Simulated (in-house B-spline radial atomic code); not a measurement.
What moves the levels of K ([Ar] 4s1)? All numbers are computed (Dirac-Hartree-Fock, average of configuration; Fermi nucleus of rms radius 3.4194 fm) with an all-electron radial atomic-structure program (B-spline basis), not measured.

Baseline run (computed): total energy -601.5259 hartree, 1s1/2 at -134.1794 hartree, 4s1/2 at -4.0281 eV with <r> = 5.224 bohr.

Changing the nucleus:

```csv
nucleus,ΔE (eV)
"Fermi nucleus of rms radius 3.4349 fm, A = 39",0.000212
"Fermi nucleus of rms radius 3.4381 fm, A = 40",0.000256
"Fermi nucleus of rms radius 3.4518 fm, A = 41",0.000444
"Fermi nucleus of rms radius 3.4517 fm, A = 42",0.000442
"Fermi nucleus of rms radius 3.4556 fm, A = 43",0.000496
"Fermi nucleus of rms radius 3.4563 fm, A = 44",0.000506
"Fermi nucleus of rms radius 3.4605 fm, A = 45",0.000563
"Fermi nucleus of rms radius 3.4558 fm, A = 46",0.000499
"Fermi nucleus of rms radius 3.4534 fm, A = 47",0.000466
"Fermi nucleus of rms radius 3.4689 fm, A = 48",0.000679
"Fermi nucleus of rms radius 3.4913 fm, A = 49",0.00099
"Fermi nucleus of rms radius 3.5046 fm, A = 50",0.00118
"Fermi nucleus of rms radius 3.5196 fm, A = 51",0.00139
```

A larger nucleus binds the electrons less, roughly as the density at the nucleus times the change of the nuclear <r²>. The reference is A = 37.
